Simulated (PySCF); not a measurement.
Mo³⁸⁺ (molybdenum, charge +38): Hartree-Fock from Schrödinger to Dirac-Coulomb-Breit

Occupied: 1s1/2, 2s1/2. Hartree-Fock calculated with PySCF 2.14 in an even-tempered Gaussian basis (16 s from 5.6 bohr⁻², ratio 2.7; 12 p from 6.7 bohr⁻², ratio 2.7), Gaussian nucleus throughout. NR is non-relativistic, sf-X2C the spin-free one-electron X2C Hamiltonian, X2C adds the bare one-electron spin-orbit term, X2C-SNSO screens it by Boettger's factors, DC is four-component Dirac-Coulomb, and the Gaunt and Breit terms are added at first order (total energies over the DC spinors, levels after relaxing the spinors in that mean field). QED terms are absent. Levels marked empty are virtual spinors of this ion.

```csv
Hamiltonian,E (hartree),E − E(DC) (hartree),CPU seconds
NR,-2139.7591,54.5014,0.27
sf-X2C,-2193.6738,0.5867,0.15
X2C,-2193.6738,0.5867,0.15
X2C-SNSO,-2193.6738,0.5867,0.15
DC,-2194.2605,0.0000,3
DC+Gaunt,-2193.0431,1.2174,5.1
DC+Breit,-2193.0671,1.1934,44
```

Task: Give the 2p spin-orbit interval with each Hamiltonian that has one.

Result: X2C 128.9; X2C-SNSO 122.6; DC 123.5; DC+Gaunt 121.0; DC+Breit 121.0 (eV).

```csv
level (eV),NR,sf-X2C,X2C,X2C-SNSO,DC,DC+Gaunt,DC+Breit
1s1/2,-22851.4,-23384.4,-23384.4,-23384.4,-23398.6,-23369.4,-23369.7
2s1/2,-5385.8,-5544.5,-5544.5,-5544.5,-5546.0,-5542.7,-5543.1
2p1/2 (empty),-5151.4,-5210.9,-5299.1,-5294.6,-5295.8,-5289.9,-5290.8
2p3/2 (empty),-5151.4,-5210.9,-5170.2,-5172.1,-5172.3,-5168.9,-5169.7
3s1/2 (empty),-2268.3,-2321.4,-2321.4,-2321.4,-2321.8,-2320.9,-2321.0
```

Weight of the small component: 1s1/2 0.0237, 2s1/2 0.00553, 2p1/2 0.00543, 2p3/2 0.00529, 3s1/2 0.00231.

Koopmans' value for the highest occupied level at DC+Breit: 5543.1 eV, against an ionisation energy of 5548 ± 5 eV (semi-empirical (NIST evaluation); NIST Atomic Spectra Database, ionization energies); the former lacks relaxation, correlation, QED and recoil.

The whole ladder took 53 s of wall time on 1 thread of AMD EPYC 7R43 64-Core Processor (shared host), launched as `OMP_NUM_THREADS=1 python relrun2.py TASK.json OUT` (a driver that calls PySCF for each Hamiltonian).

Dirac-Coulomb iterations, started from the X2C spinors:

```
with_ssss True, with_gaunt False, with_breit False
light speed = 137.03599967994
init E= -2187.93367678072
cycle= 1 E= -2194.26045180266  delta_E= -6.33  |g|= 0.578  |ddm|= 0.0497
cycle= 2 E= -2194.26048052676  delta_E= -2.87e-05  |g|= 0.00147  |ddm|= 0.000465
cycle= 3 E= -2194.26048052747  delta_E= -7.11e-10  |g|= 4.89e-06  |ddm|= 9.32e-06
```
